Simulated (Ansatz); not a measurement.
**InNH2F2 (SMILES [NH2][In]([F])[F]): methods side by side**

The species is InNH2F2 (6 atoms), meant as a singlet with charge 0. SMILES: `[NH2][In]([F])[F]`. Geometry: optimised at r2SCAN/def2-SVP.

Each level gives the adiabatic electron affinity (to the doublet anion, shapes relaxed at r2SCAN/def2-SVP, no zero-point term) (eV). The values are calculated.

The electron affinity is E(neutral) − E(anion): positive where the electron is bound.

| level | kind | program | value (eV) | less CCSD(T)/def2-SVP | CPU time (all runs) |
| --- | --- | --- | --- | --- | --- |
| HF/def2-SVP (core potential) | Hartree–Fock | Ansatz | 0.89 | -0.02 | 1.8 s |
| SVWN5/def2-SVP (core potential) | LDA | Ansatz | 1.22 | +0.31 | 2 s |
| BLYP/def2-SVP (core potential) | GGA | Ansatz | 1.18 | +0.27 | 3.6 s |
| PBE/def2-SVP (core potential) | GGA | Ansatz | 1.22 | +0.31 | 3.7 s |
| B3LYP/def2-SVP (core potential) | global hybrid | Ansatz | 1.34 | +0.43 | 5.6 s |
| B2PLYP/def2-SVP (core potential) | double hybrid | Ansatz | 1.08 | +0.17 | 7.4 s |
| RPA@PBE/def2-SVP (core potential) | RPA | Ansatz | 1.08 | +0.17 | 6.8 s |
| MP2/def2-SVP (core potential) | perturbation theory | Ansatz | 0.82 | -0.09 | 2.2 s |
| CCSD(T)/def2-SVP (core potential) | coupled cluster or CI | Ansatz | 0.91 | 0.00 | 33 s |

CCSD(T)/def2-SVP (core potential) is the highest level here, not the true value. Spin-orbit coupling, which can split open shells on such heavy atoms by tenths of an eV, is left out. The values span 0.82 to 1.34 eV. In the correlated wave-function rows the outer d shell of In is correlated, in sets not made for it. Times are those of the runs behind each value, whatever else they computed, on shared processors of several kinds: orders of magnitude only.
